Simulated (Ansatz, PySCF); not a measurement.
Gas-phase reaction (SMILES): [SiH3]OC1=CCC1 [cyclobuten-1-yloxysilane] + 7 [H][H] (H2) → 4 C (CH4) + O (H2O) + [SiH4] (SiH4); energy of full hydrogenation.

Geometries: B3LYP-D3(BJ)/def2-TZVP minima from Ansatz (a quantum-chemistry and plane-wave program), one conformer each, not searched for the lowest. Correlated levels leave the core frozen unless marked. Spin-orbit coupling is left out. Non-relativistic. CBS(X,Y): correlation extrapolated as X^-3; Hartree-Fock from the larger set. Thermal terms are rigid-rotor harmonic-oscillator values from B3LYP-D3(BJ) frequencies (PySCF) at 298.15 K and 1 atm. 1 Eh = 627.5095 kcal/mol.

| species | E, CCSD(T)/CBS(cc-pV(T+d)Z,cc-pV(Q+d)Z) (Ansatz) (Eh) | E, PBE-D3(BJ)/def2-TZVPD (Ansatz + dftd3) (Eh) | H - E (Eh) |
|---|---|---|---|
| [SiH3]OC1=CCC1 | -521.23064 | -521.59095 | 0.11479 |
| [H][H] (H2) | -1.17450 | -1.16598 | 0.01336 |
| C (CH4) | -40.45816 | -40.46420 | 0.04840 |
| O (H2O) | -76.37426 | -76.38147 | 0.02495 |
| [SiH4] (SiH4) | -291.45815 | -291.72290 | 0.03520 |

Question: Work out ΔE and ΔH at 298.15 K at the first level, then ΔH at the second.

Answer: 
1. ΔE = [4×(-40.45816) + (-76.37426) + (-291.45815)] - [(-521.23064) + 7×(-1.17450)] = -0.21291 Eh = -133.6 kcal/mol at CCSD(T)/CBS(cc-pV(T+d)Z,cc-pV(Q+d)Z).
2. The terms H - E add up to 0.04544 Eh, so ΔH = (-0.21291 + (0.04544))×627.5095 = -105.1 kcal/mol.
3. At PBE-D3(BJ)/def2-TZVPD the same steps give ΔE = -130.7 and ΔH = -102.2 kcal/mol, a shift of +2.9 from the first level.
4. These values are not checked against measurement here, since the tables used lack a sound gas-phase enthalpy of formation for at least one species.
